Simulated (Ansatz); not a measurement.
One change: `[CH3][In]([Cl])[N]=C=O` becomes `[CH3][Ga]([Cl])[N]=C=O`.

Ansatz, PBE0-D4/def2-TZVP geometries, multiplicity 1. Each molecule was computed in one conformer, which needn't be the lowest.

Elements past krypton have def2 core potentials. Scalar relativity is left out up to krypton.

```json
{"property": "HOMO–LUMO gap (PBE/def2-TZVPP) / eV", "`[CH3][In]([Cl])[N]=C=O`": "4.56"}
{"property": "HOMO–LUMO gap (B3LYP/def2-TZVPP) / eV", "`[CH3][In]([Cl])[N]=C=O`": "6.21"}
{"property": "HOMO energy (B3LYP/def2-TZVPP) / eV", "`[CH3][In]([Cl])[N]=C=O`": "-8.10"}
{"property": "LUMO energy (B3LYP/def2-TZVPP) / eV", "`[CH3][In]([Cl])[N]=C=O`": "-1.89"}
{"property": "HOMO energy (PBE/def2-TZVPP) / eV", "`[CH3][In]([Cl])[N]=C=O`": "-6.99"}
{"property": "LUMO energy (PBE/def2-TZVPP) / eV", "`[CH3][In]([Cl])[N]=C=O`": "-2.42"}
```

Q: Give the same properties after the change, and the shifts. (Best estimate.)

A: The calculation gave: 
```json
{"property": "HOMO–LUMO gap (PBE/def2-TZVPP) / eV", "`[CH3][Ga]([Cl])[N]=C=O`": "5.12", "shift": "0.56"}
{"property": "HOMO–LUMO gap (B3LYP/def2-TZVPP) / eV", "`[CH3][Ga]([Cl])[N]=C=O`": "6.77", "shift": "0.56"}
{"property": "HOMO energy (B3LYP/def2-TZVPP) / eV", "`[CH3][Ga]([Cl])[N]=C=O`": "-8.36", "shift": "-0.26"}
{"property": "LUMO energy (B3LYP/def2-TZVPP) / eV", "`[CH3][Ga]([Cl])[N]=C=O`": "-1.59", "shift": "0.30"}
{"property": "HOMO energy (PBE/def2-TZVPP) / eV", "`[CH3][Ga]([Cl])[N]=C=O`": "-7.22", "shift": "-0.23"}
{"property": "LUMO energy (PBE/def2-TZVPP) / eV", "`[CH3][Ga]([Cl])[N]=C=O`": "-2.10", "shift": "0.32"}
```

With PBE0 the HOMO falls by 0.26 eV and the LUMO rises by 0.29 eV, so the gap widens by about 0.55 eV. PBE moves the HOMO by -0.23 eV and ωB97M-V by -0.27 eV.

B3LYP here is the variant with VWN-RPA as its local correlation; programs differ in this.

Positive LUMOs are unbound, so they and the gaps depend on the basis.
